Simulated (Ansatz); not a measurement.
`FC(F)(F)C#Cc1ccc(C#Cc2ccc(C#Cc3ccc(C#Cc4ccc(C(F)(F)F)cc4)cc3)cc2)cc1`, relaxed as a singlet with RKS PBE-D4/def2-SVP in Ansatz, starting from the GFN2-xTB geometry. Force threshold 0.03 eV/Å.

Single mean-field runs in def2-SVP are fitted with def2-universal-jkfit.

Start:

Cartesian coordinates in Å:
```
F -1.568 -12.995 8.430
C -1.972 -13.050 7.148
F -1.287 -14.054 6.573
F -3.262 -13.431 7.171
C -1.781 -11.790 6.457
C -1.620 -10.743 5.884
C -1.433 -9.517 5.214
C -0.925 -9.501 3.912
C -0.740 -8.302 3.259
C -1.063 -7.097 3.891
C -0.879 -5.869 3.218
C -0.719 -4.819 2.642
C -0.536 -3.590 1.970
C 0.740 -3.031 1.859
C 0.918 -1.831 1.204
C -0.175 -1.167 0.642
C 0.007 0.061 -0.030
C 0.166 1.110 -0.608
C 0.351 2.338 -1.281
C 0.215 3.546 -0.592
C 0.398 4.743 -1.249
C 0.717 4.757 -2.608
C 0.902 5.985 -3.279
C 1.060 7.037 -3.852
C 1.245 8.262 -4.528
C 2.497 8.880 -4.529
C 2.681 10.075 -5.192
C 1.613 10.659 -5.865
C 1.797 11.976 -6.559
F 1.472 13.016 -5.761
F 1.031 12.101 -7.655
F 3.061 12.192 -6.952
C 0.362 10.055 -5.866
C 0.178 8.860 -5.202
C 0.851 3.551 -3.299
C 0.672 2.354 -2.640
C -1.451 -1.726 0.752
C -1.629 -2.924 1.410
C -1.574 -7.118 5.193
C -1.755 -8.316 5.850
H -0.679 -10.434 3.428
H -0.344 -8.283 2.254
H 1.584 -3.546 2.292
H 1.903 -1.396 1.121
H -0.034 3.532 0.459
H 0.294 5.679 -0.721
H 3.319 8.415 -4.006
H 3.648 10.554 -5.196
H -0.459 10.518 -6.392
H -0.790 8.383 -5.197
H 1.097 3.566 -4.350
H 0.777 1.418 -3.170
H -2.294 -1.212 0.316
H -2.615 -3.358 1.495
H -1.824 -6.187 5.678
H -2.146 -8.336 6.856
```

(1) Estimate the energy that the relaxation releases and the steps that it takes.

(2) Does the start keep its bonding and symmetry?

(3) Predict the relaxed structure.

Answers

(1) 16.6 kcal/mol, in 49 steps; 4.3 min on 2 threads of AMD EPYC 7R13 on a shared host and a share (18 GiB) of an NVIDIA H100 80GB HBM3. The force fell under the threshold at step 40, but the optimiser went on and released 0.003 eV more. No frequencies were taken in this run, so the end may be a saddle point.

(2) By distances, no bond broke or formed. The bond that changes most is C17–C18, from 1.21 to 1.23 Å (atoms count from 1).

(3) 
```xyz
56

F    -1.562  -13.168    8.540
C    -1.996  -13.239    7.259
F    -1.317  -14.242    6.654
F    -3.303  -13.592    7.293
C    -1.805  -11.969    6.557
C    -1.644  -10.901    5.976
C    -1.457   -9.664    5.298
C    -0.364   -9.486    4.410
C    -0.181   -8.275    3.746
C    -1.083   -7.194    3.944
C    -0.897   -5.960    3.268
C    -0.735   -4.888    2.680
C    -0.548   -3.654    2.003
C     0.574   -3.452    1.154
C     0.757   -2.242    0.491
C    -0.174   -1.179    0.645
C     0.012    0.054   -0.031
C     0.173    1.127   -0.620
C     0.359    2.360   -1.297
C    -0.611    3.395   -1.203
C    -0.429    4.605   -1.869
C     0.731    4.834   -2.657
C     0.916    6.067   -3.336
C     1.077    7.139   -3.925
C     1.261    8.374   -4.604
C     2.457    8.636   -5.321
C     2.635    9.851   -5.986
C     1.626   10.829   -5.954
C     1.832   12.165   -6.625
F     2.238   13.108   -5.736
F     0.686   12.622   -7.187
F     2.771   12.104   -7.598
C     0.431   10.582   -5.251
C     0.249    9.371   -4.582
C     1.701    3.799   -2.751
C     1.519    2.589   -2.087
C    -1.297   -1.382    1.494
C    -1.479   -2.591    2.159
C    -2.176   -7.377    4.835
C    -2.359   -8.587    5.499
H     0.338  -10.316    4.250
H     0.667   -8.143    3.059
H     1.300   -4.268    1.027
H     1.629   -2.096   -0.163
H    -1.512    3.229   -0.595
H    -1.186    5.398   -1.790
H     3.244    7.869   -5.348
H     3.562   10.045   -6.544
H    -0.361   11.344   -5.237
H    -0.684    9.174   -4.034
H     2.602    3.966   -3.358
H     2.275    1.795   -2.166
H    -2.024   -0.566    1.621
H    -2.351   -2.737    2.813
H    -2.879   -6.547    4.995
H    -3.208   -8.719    6.186
```
Bond lengths: 37 × C–C 1.23 to 1.51 Å; 6 × C–F 1.35 to 1.36 Å; 16 × C–H 1.10 Å.
